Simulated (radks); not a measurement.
Q: The mean radii <r> (bohr) of the occupied orbitals of an atom or ion are listed with their occupations. All-electron calculation, scalar-relativistic Kohn-Sham, LDA (Slater exchange, Perdew-Wang correlation), spin-polarised, spherical densities, finite nucleus; Fermi nuclear charge, rms radius of each element as measured or else 0.836 A^(1/3) + 0.57 fm. Program: a radial shooting solver on a logarithmic mesh with Libxc functionals.

| orbital | occ. | <r> |
|---|---|---|
| 1s up | 1 | 0.03043 |
| 1s down | 1 | 0.03043 |
| 2s up | 1 | 0.1318 |
| 2s down | 1 | 0.1318 |
| 2p up | 3 | 0.1149 |
| 2p down | 3 | 0.1149 |
| 3s up | 1 | 0.3590 |
| 3s down | 1 | 0.3590 |
| 3p up | 3 | 0.3576 |
| 3p down | 3 | 0.3576 |
| 3d up | 5 | 0.3350 |
| 3d down | 5 | 0.3350 |
| 4s up | 1 | 0.8789 |
| 4s down | 1 | 0.8785 |
| 4p up | 3 | 0.9604 |
| 4p down | 3 | 0.9593 |
| 4d up | 5 | 1.280 |
| 4d down | 5 | 1.269 |
| 5s up | 1 | 2.615 |

Name the element and its charge. Open shells, if any, are filled with parallel spins first.

A: Z = 48, cadmium, charge +1: Cd+ in [Kr] 4d10 5s1. The 1s radius gives Z: for a bare nucleus <r> = (2 gamma + 1)/(2Z) with gamma = sqrt(1 - (Z/c)^2), 0.02993 bohr for Z = 48, and screening makes it slightly larger (0.03043 here). The occupations add up to 47, and the charge is Z minus that.
